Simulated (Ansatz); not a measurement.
[HoCl6]3- (HoCl₆³⁻), relaxed as a quintet with UKS r2SCAN-D4/def2-SVP in Ansatz, starting from the GFN2-xTB geometry. Force threshold 0.03 eV/Å.

In the def2 sets Ho takes a core potential; there is no spin–orbit coupling. With an open 4f shell the SCF may have ended on a state above the lowest. A multiply charged anion in the gas phase is held together partly by the finite basis. The highest occupied level of the charge -3 quintet lies above zero (up to 5.30 eV). The electron is either unbound and held by the finite basis, or the level is raised by self-interaction error.

Start:

```csv
atom,x (Å),y (Å),z (Å)
Ho1,0.001,-0.001,0.000
Cl2,1.142,-0.685,-2.301
Cl3,-1.141,0.701,2.294
Cl4,-1.734,-1.999,-0.251
Cl5,1.736,1.993,0.255
Cl6,-1.664,1.602,-1.308
Cl7,1.661,-1.612,1.311
```

```json
{"step": "1", "energy (eV)": "-100915.0909", "largest force component (eV/Å)": "0.296", "SCF passes": "195"}
{"step": "2", "energy (eV)": "-100915.1251", "largest force component (eV/Å)": "0.012", "SCF passes": "68"}
```

Force components are those of the run's own axes.

End:

```csv
atom,x (Å),y (Å),z (Å)
Ho1,-0.001,0.001,0.000
Cl2,1.155,-0.707,-2.334
Cl3,-1.154,0.710,2.335
Cl4,-1.756,-2.033,-0.260
Cl5,1.759,2.030,0.262
Cl6,-1.687,1.633,-1.332
Cl7,1.685,-1.635,1.330
```

By distances, no bond broke or formed. The bond that changes most is Ho1–Cl6, from 2.66 to 2.70 Å (atoms count from 1).

No frequencies were taken in this run, so the end may be a saddle point.

Run time 4.3 min (4 threads of Arm Neoverse V2 on a shared host), peak host memory 0.89 GiB.
